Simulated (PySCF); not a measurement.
Zr(Cl)2(OH) (Cl2HOZr), SMILES [OH][Zr+]([Cl])[Cl], charge +1, multiplicity 1. The structure is a stationary point at PBE0-D3(BJ)/def2-SVP. The spin state was assumed, not searched. The isomer is the one that the SMILES or the coordinates give; other isomers of the formula were not compared. The def2 effective core potentials stand for the cores of Zr; spin–orbit coupling is left out. One conformer was computed; it need not be the lowest.

### Question
Give the equilibrium geometry at PBE0-D3(BJ)/def2-SVP (PySCF confirms it by a frequency run) as a Z-matrix, and its point group. (An estimate is asked for; the answer gives what the named calculation found.)

### Answer
Several could match; the one computed here: point group Cs.
```
Zr
O 1 1.8411
H 2 0.9688 1 169.25
Cl 1 2.2747 2 109.39 3 60.09
Cl 1 2.2747 2 109.39 3 -60.09
```
Charge +1, spin multiplicity 1.
